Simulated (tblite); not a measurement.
Compound: C7H6FS (charge +1).
SMILES with atom numbers: `[CH:1]#[C:2][C:3]1=[CH:4][CH+:5][CH2:6][C@@H:7]([F:8])[S:9]1` (hydrogens: H10 on C1; H11 on C4; H12 on C5; H13, H14 on C6; H15 on C7)
Bond orders are those of one Lewis drawing.

Computed with GFN2-xTB (tblite), gas phase: L-BFGS steps from a force-field or distance-geometry start until the largest atomic force falls under 0.01 eV/Å.

Step 4: E = -693.1799 eV
```
atom  x, y, z in Å  |  force x, y, z in eV/Å
C1      3.7170   -0.0457   -0.1785   -0.080  -0.012  -0.049
C2      2.5074   -0.0639   -0.2044   -0.298  -0.147  -0.101
C3      1.1008   -0.0582   -0.2120    0.136   0.114  -0.034
C4      0.3888   -0.5820    0.9022    0.103   0.018   0.229
C5     -0.9574   -0.7026    0.9809    0.031  -0.030  -0.184
C6     -1.9027   -0.1948   -0.0480   -0.011  -0.038   0.026
C7     -1.3540    0.9440   -0.8814    0.050  -0.079  -0.049
F8     -1.1945    2.0571   -0.1244    0.097  -0.070  -0.021
S9      0.3228    0.5382   -1.6039    0.091   0.230   0.143
H10     4.7773   -0.0250   -0.1665   -0.235   0.009   0.032
H11     1.0072   -0.9616    1.7079   -0.061   0.043  -0.026
H12    -1.3884   -1.2490    1.8124    0.031   0.097  -0.091
H13    -2.1937   -1.0270   -0.7036    0.022  -0.016   0.048
H14    -2.8270    0.1644    0.4164    0.021  -0.059   0.121
H15    -2.0079    1.2141   -1.7191    0.101  -0.060  -0.044
```

Step 5: E = -693.1888 eV
```
atom  x, y, z in Å  |  force x, y, z in eV/Å
C1      3.7122   -0.0459   -0.1798   -0.145  -0.020  -0.048
C2      2.5018   -0.0679   -0.2076    0.015  -0.121  -0.074
C3      1.1018   -0.0556   -0.2115   -0.077   0.055   0.060
C4      0.3891   -0.5806    0.9072    0.180   0.105  -0.031
C5     -0.9541   -0.7042    0.9754   -0.085  -0.044  -0.017
C6     -1.9029   -0.1964   -0.0461    0.011   0.014  -0.075
C7     -1.3546    0.9416   -0.8811    0.095  -0.053  -0.054
F8     -1.1916    2.0549   -0.1255    0.070  -0.054  -0.003
S9      0.3271    0.5443   -1.6006    0.029   0.215   0.109
H10     4.7722   -0.0247   -0.1656   -0.227   0.006   0.027
H11     1.0060   -0.9608    1.7077    0.008   0.001   0.077
H12    -1.3872   -1.2453    1.8088    0.026   0.065  -0.074
H13    -2.1929   -1.0270   -0.7021   -0.004  -0.048   0.024
H14    -2.8264    0.1631    0.4192    0.025  -0.060   0.128
H15    -2.0049    1.2127   -1.7204    0.078  -0.061  -0.049
```

Step 6: E = -693.1983 eV
```
atom  x, y, z in Å  |  force x, y, z in eV/Å
C1      3.7035   -0.0468   -0.1827   -0.144  -0.034  -0.042
C2      2.4942   -0.0760   -0.2139    0.168  -0.075  -0.024
C3      1.0996   -0.0513   -0.2083   -0.143   0.029   0.032
C4      0.3911   -0.5755    0.9117    0.195   0.076  -0.107
C5     -0.9491   -0.7075    0.9674   -0.197   0.011   0.123
C6     -1.9029   -0.1984   -0.0450    0.047   0.043  -0.142
C7     -1.3540    0.9371   -0.8813    0.133   0.015  -0.081
F8     -1.1861    2.0506   -0.1272    0.017  -0.015   0.034
S9      0.3344    0.5573   -1.5939   -0.053   0.175   0.041
H10     4.7603   -0.0242   -0.1636   -0.113   0.002   0.016
H11     1.0053   -0.9601    1.7101    0.038  -0.003   0.108
H12    -1.3850   -1.2387    1.8020    0.001  -0.022   0.002
H13    -2.1918   -1.0278   -0.6994   -0.046  -0.089  -0.019
H14    -2.8249    0.1599    0.4256    0.050  -0.058   0.108
H15    -1.9990    1.2095   -1.7235    0.047  -0.057  -0.049
```

**Question.** Estimate the geometry and energy of step 7. (The exact step hangs on the optimiser's Hessian estimate; all steps are aligned on step 6, rigid shifts and turns removed.)

**Answer.** E = -693.2031 eV, largest force 0.176 eV/Å
```
atom  x, y, z in Å  |  force x, y, z in eV/Å
C1      3.6975   -0.0478   -0.1851   -0.054  -0.038  -0.035
C2      2.4901   -0.0821   -0.2180    0.100  -0.042  -0.008
C3      1.0976   -0.0479   -0.2067   -0.133   0.006   0.016
C4      0.3939   -0.5721    0.9138    0.027   0.032  -0.097
C5     -0.9480   -0.7084    0.9641   -0.081   0.056   0.146
C6     -1.9023   -0.1990   -0.0466    0.051   0.021  -0.121
C7     -1.3511    0.9349   -0.8831    0.094   0.047  -0.057
F8     -1.1826    2.0479   -0.1274   -0.019   0.012   0.048
S9      0.3374    0.5680   -1.5893   -0.049   0.137  -0.018
H10     4.7515   -0.0239   -0.1622   -0.013  -0.001   0.010
H11     1.0053   -0.9595    1.7131    0.044   0.009   0.096
H12    -1.3840   -1.2357    1.7987   -0.019  -0.065   0.043
H13    -2.1920   -1.0299   -0.6982   -0.059  -0.084  -0.031
H14    -2.8230    0.1570    0.4311    0.080  -0.048   0.060
H15    -1.9948    1.2066   -1.7260    0.029  -0.041  -0.052
```

The energy changes by -0.0048 eV. The first-order estimate −F·Δx gives -0.0068 eV and the mean of the old and new forces, exact on a quadratic surface, -0.0048 eV. The step makes an angle of 60° with the force vector and moves no atom by more than 0.012 Å.

What follows is the cost of the whole relaxation. Hardware: one thread, Arm Neoverse V1 (aarch64), shared host with 64 logical CPUs at a one-minute load of 18. Cost: 0.43 s.
